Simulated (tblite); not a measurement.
Species: C₅H₅F₃O₂P (charge -1).
Numbering: `[CH3:1]/[CH:2]=[CH:3]/[P@:4](=[O:5])([O-:6])[C:7]([F:8])=[C:9]([F:10])[F:11]` (hydrogens: H12, H13, H14 on C1; H15 on C2; H16 on C3)

Computed geometry: GFN2-xTB, gas phase.

Q: List the bond lengths, angles and torsions at this level.

A: 
| bond | length (Å) | order |
| --- | --- | --- |
| C1–C2 | 1.496 | single |
| C2=C3 | 1.320 | double |
| C3–P4 | 1.829 | single |
| P4=O5 | 1.484 | double |
| P4–O6 | 1.481 | single |
| P4–C7 | 1.891 | single |
| C7–F8 | 1.353 | single |
| C7=C9 | 1.316 | double |
| C9–F10 | 1.324 | single |
| C9–F11 | 1.355 | single |
| C1–H12, C1–H13, C1–H14 | 1.090 | single |
| C2–H15 | 1.082 | single |
| C3–H16 | 1.082 | single |

Bonds in one row agree within 0.01 Å and their mean is given. Orders are formal, as drawn. A selection of angles:
| angle | degrees |
| --- | --- |
| C2–C1–H12 | 110.3 |
| C2–C1–H14 | 111.0 |
| H12–C1–H13 | 107.6 |
| H12–C1–H14 | 108.8 |
| C1–C2–C3 | 125.8 |
| C1–C2–H15 | 116.4 |
| C3–C2–H15 | 117.8 |
| C2–C3–P4 | 119.7 |
| C2–C3–H16 | 122.2 |
| P4–C3–H16 | 117.9 |
| C3–P4–O5 | 110.5 |
| C3–P4–O6 | 111.7 |
| C3–P4–C7 | 96.7 |
| O5–P4–O6 | 121.1 |
| O5–P4–C7 | 106.8 |
| O6–P4–C7 | 107.0 |
| P4–C7–F8 | 124.0 |
| P4–C7–C9 | 117.1 |
| F8–C7–C9 | 118.9 |
| C7–C9–F10 | 123.6 |
| C7–C9–F11 | 127.7 |
| F10–C9–F11 | 108.7 |

Dihedral angles: C1–C2–C3–P4 -176° (antiperiplanar); C2–C3–P4–O5 131° (anticlinal); C3–P4–C7–F8 2° (synperiplanar); P4–C7–C9–F10 1° (synperiplanar).

The C–F distances run from 1.324 Å (C9–F10, drawn single) to 1.355 Å (C9–F11, drawn single), a spread of 0.031 Å. P4 (phosphoryl phosphorus) has angles from 96.7° to 121.1°. Of the pairs four or more bonds apart, O6···H15 is among the closest relative to their van der Waals radii: 2.55 Å, 94 % of the sum of Bondi's values. C7 (vinylic C–F carbon) is planar (angles 124.0°, 118.9° and 117.1°, sum 360.0°, 0.00 Å off the plane of its three neighbours). C3 (alkene CH carbon) is planar (angles 122.2°, 119.7° and 117.9°, sum 359.8°, 0.03 Å off the plane of its three neighbours). C2 (alkene CH carbon) is planar (angles 125.8°, 117.8° and 116.4°, sum 360.0°, 0.00 Å off the plane of its three neighbours). The C–P distances run from 1.829 Å (C3–P4, drawn single) to 1.891 Å (P4–C7, drawn single), a spread of 0.062 Å.

Point group: C1 (no symmetry element, even within 0.4 Å). Its GFN2-xTB frequencies are all real (lowest 28 cm⁻¹).

One conformer stands for the species.
